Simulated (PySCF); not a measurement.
Mg⁺: excitation energy

Mg⁺ [Ne] 3s1 (2S) → Mg⁺ [Ne] 3d1 (2D), as a difference of total energies. Computed with PySCF 2.14 in aug-cc-pCVTZ-DK, with the spin-free X2C one-electron Hamiltonian (Gaussian nucleus). Correlated levels: valence and next inner shell: 1s2 frozen. The calculations carry no spin-orbit coupling.

| method | excitation energy (eV) |
| --- | --- |
| UHF | 8.664 |
| MP2 (valence and next inner shell) | 8.834 |
| SCS-MP2 (valence and next inner shell) | 8.797 |
| CCSD (valence and next inner shell) | 8.835 |
| CCSD(T) (valence and next inner shell) | 8.841 |

How much does correlation contribute at CCSD(T) (valence and next inner shell)?

8.841 − (8.664) = 0.177 eV, measured against UHF.

Errors of the correlated levels include the incompleteness of this basis and the frozen core.

For comparison: 8.864 eV (measured; NIST levels, between the centres of gravity of the two terms).
